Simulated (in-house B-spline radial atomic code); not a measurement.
## RPA and G0W0 on LDA VWN5: Rb VIII (Rb7+)

Configuration [Ar] 3d10 4s2, mean-field start LDA VWN5. Computed with a B-spline radial code for spherical atoms: all electrons, non-relativistic, point nucleus, each spin shell either full or empty, empty states to l = 9 with an (l + 1/2)⁻⁴ tail; G0W0 by contour deformation at full frequency.

Without relativity these are model numbers: it shifts the levels of so heavy an element strongly and can reorder them.

Command:
```bash
python run_gw.py task.json out
```
Settings (radii: box in bohr, nucleus in fm):
```
Z                        37
electrons                30
configuration            [Ar] 3d10 4s2
hamiltonian              nr
method                   lda,vwn
lmax                     9
spin_polarised           False
box_radius               8.41
intervals                50
ion_configuration        [Ar] 3d10 4s1
```

Time taken, with all properties: 5.1 s on 1 thread of Arm Neoverse N1, on a shared host.

Energies (hartree):

```
                                     term        value
                         mean-field total  -2922.58942
Hartree-Fock functional on these orbitals  -2924.85438
                      direct second order      -2.6123
                    second-order exchange       0.7616
                         SOSEX correction       0.7007
```

**Question.** What is the RPA correlation energy, and what remains with SOSEX?

**Answer.** RPA gives -2.3013 hartree (-2.09 eV per electron); RPA + SOSEX gives -1.6006, and the second-order doubles -1.8507 hartree (no singles). RPA lacks exchange-type terms and so overcorrelates at short range.

Quasi-particle levels (eV):

```csv
level,occupied,mean field,Σx - vxc,Σc,QP weight,G0W0
4s,yes,-124.04,-4.85,?,?,?
3d,yes,-215.14,-22.34,3.71,0.949,-233.78
4p,no,-105.70,9.28,-1.99,0.962,-98.42
```

G0W0 = mean field + (Σx - vxc) + Σc, with Σc (partial-wave tail included) taken at the quasi-particle energy. Only the outer levels were computed. Levels of low weight are left out.

**Question.** Where does G0W0 put 4s?

**Answer.** At -131.58 eV, with Σc = -2.70 eV and a quasi-particle weight of 0.965. The tabulated removal energy is 132.79 ± 0.25 eV (NIST, semi-empirical); the calculation leaves out relativity, Breit and QED terms, and what these don't explain is the method's own error.

**Question.** What does it cost to remove one electron (to [Ar] 3d10 4s1) by differences of total energies, each species on its own start (correlation terms add to the Hartree-Fock functional)?

**Answer.** LDA VWN5 131.88 eV, Hartree-Fock functional 128.48 eV, + RPA 131.37 eV, + RPA + SOSEX 130.69 eV, + second order 131.71 eV. Tabulated: 132.79 ± 0.25 eV (NIST, semi-empirical); the calculation leaves out relativity, Breit and QED terms, and what these don't explain is the method's own error.
